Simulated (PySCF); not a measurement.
Br²⁺: ionisation energy

Br²⁺ [Ar] 3d10 4s2 4p3 (4S) → Br³⁺ [Ar] 3d10 4s2 4p2 (3P), as a difference of total energies. Calculation: PySCF 2.14, in aug-cc-pVTZ-PP with one added diffuse shell each of s, d, f type with ECP10MDF (7s5p5d3f, 68 functions); a scalar-relativistic core potential. Correlated levels: valence: 3s2 3p6 3d10 frozen. The calculations carry no spin-orbit coupling.

| method | ionisation energy (eV) |
| --- | --- |
| UHF | 34.637 |
| MP2 (valence) | 35.168 |
| SCS-MP2 (valence) | 35.012 |
| CCSD (valence) | 35.131 |
| CCSD(T) (valence) | 35.158 |

How much does correlation contribute at CCSD(T) (valence)?

35.158 − (34.637) = 0.521 eV, measured against UHF.

The reference lies between the lowest fine-structure levels, while these numbers refer to the centres of the terms.

Errors of the correlated levels include the incompleteness of this basis and the frozen core.

For comparison: 34.871 ± 0.019 eV (measured; NIST Atomic Spectra Database, ionization energies).
